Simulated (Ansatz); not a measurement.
Relaxation of Cl$_{3}$H$_{3}$OZr (8 atoms, charge 0, multiplicity 1), to a largest force component of 0.03 eV/Å in at most 50 steps.

The calculation used RKS PBE-D4/def2-SVP (Ansatz 0.2.0).

```xyz
8
Properties=species:S:1:pos:R:3
Zr -0.060 -0.107 0.130
Cl -0.021 -0.109 2.608
Cl 2.069 -0.343 -0.843
Cl -1.236 1.712 -0.783
O -1.031 -1.650 -0.346
H -1.567 -2.444 -0.505
H 1.477 2.344 1.093
H 1.218 1.921 1.620
```

Problem. Where does it end, and by what steps?

Solution. The forces met the threshold. After 6 steps the energy has fallen by 0.148 eV; H8 moved furthest, 0.49 Å.

```csv
step,energy less start (eV),largest force component (eV/Å),accepted
0,0.0000,1.405,yes
1,-0.1064,0.972,yes
2,-0.1384,0.128,yes
3,-0.1432,0.094,yes
4,-0.1454,0.091,yes
5,-0.1479,0.037,yes
6,-0.1482,0.020,yes
```

```xyz
8
Properties=species:S:1:pos:R:3
Zr -0.157 -0.255 0.162
Cl -0.126 -0.268 2.519
Cl 2.022 -0.401 -0.719
Cl -1.273 1.648 -0.660
O -1.116 -1.781 -0.410
H -1.632 -2.562 -0.658
H 1.652 2.616 1.024
H 1.479 2.327 1.715
```

The run took 13 s on 4 threads of Arm Neoverse V1, on a shared host, peak memory 0.18 GiB.
